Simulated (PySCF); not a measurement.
Species: C8H9F3.
Geometry (PBE0-D3(BJ)/def2-SVP, Å), atoms numbered from 1 in this order:
```xyz
20
C8H9F3 angstrom
C     -2.7177    0.8354    0.5811
C     -1.8668    0.6108   -0.6670
C     -1.8828   -0.8100   -1.1226
C     -0.8238   -1.6413   -1.1428
C      0.4839   -1.2607   -0.7336
C      1.5907   -0.9155   -0.3716
C      2.8872   -0.4443    0.0801
C      2.7832    0.7244    1.0413
F      2.1625    1.7649    0.4827
F      4.0028    1.1286    1.4063
F      2.1157    0.4010    2.1475
H     -2.7175    1.8968    0.8710
H     -2.3297    0.2524    1.4300
H     -3.7643    0.5328    0.4177
H     -2.2499    1.2472   -1.4850
H     -0.8291    0.9275   -0.4782
H     -2.8494   -1.2152   -1.4450
H     -0.9549   -2.6737   -1.4839
H      3.4484   -1.2410    0.5943
H      3.5057   -0.1077   -0.7683
```

Computed with TDDFT CAM-B3LYP/def2-SVPD, vertical, gas phase, core orbitals frozen in the response (PySCF 2.14.0, density-fitted response routines).

Computed states:

| state | E (eV) | f |
| --- | --- | --- |
| S1 | 5.49 | 0.255 |
| S2 | 5.61 | 0.093 |
| S3 | 5.89 | 0.0080 |
| S4 | 6.62 | 0.0001 |
| S5 | 7.25 | 0.244 |
| S6 | 7.28 | 0.092 |
| S7 | 7.57 | 0.031 |
| S8 | 7.63 | 0.097 |
| S9 | 7.75 | 0.0024 |
| S10 | 7.95 | 0.0070 |

Broadening: Gaussians 0.25 eV wide at half height, area fixed by f = 4.319×10⁻⁹ ∫ε dν̃. The cross-section is σ = 3.8235×10⁻²¹ ε cm², given in Mb (10⁻¹⁸ cm²). The width is an assumption, not a result. The curve ends short of the highest state used, and states not computed would add to its high-energy end.

(1) What does the envelope look like, and where are its maxima?

(2) On this curve, what absorbance would a 10⁻³ mol/L sample give at 193 nm over a 1 cm path?

Answers

(1) 
E (eV), σ (Mb) and a bar:
```
     5.11       0.20 
     5.19       2.14 
     5.27      13.36 ###
     5.34      42.00 #########
     5.42      93.77 #####################
     5.50     125.99 ############################
     5.58     107.79 ########################
     5.65      68.37 ###############
     5.73      29.53 #######
     5.81      10.39 ##
     5.88       5.03 #
     5.96       2.82 #
     6.04       1.20 
     6.12       0.30 
     6.19       0.06 
     6.27       0.01 
     6.35       0.00 
     6.43       0.01 
     6.50       0.01 
     6.58       0.03 
     6.66       0.03 
     6.74       0.02 
     6.81       0.02 
     6.89       0.33 
     6.97       3.37 #
     7.04      16.22 ####
     7.12      57.73 #############
     7.20     117.16 ##########################
     7.28     136.11 ##############################
     7.35     100.06 ######################
```

Maxima: 225 nm (5.51 eV), ε about 33000, made up of S1 (81%) and S2 (19%); 187 nm (6.62 eV), ε about 7.6, made up of S4 (100%); 171 nm (7.26 eV), ε about 36000, made up of S5 (73%) and S6 (27%) (ε in L mol⁻¹ cm⁻¹; maxima over ε = 5, shares over 10%).

(2) 193 nm is 6.424 eV, where ε is about 1.3 L mol⁻¹ cm⁻¹, so A = ε c l ≈ 0.0013 (Beer–Lambert, with the gas-phase spectrum and the assumed width).

One conformer stands for the species.
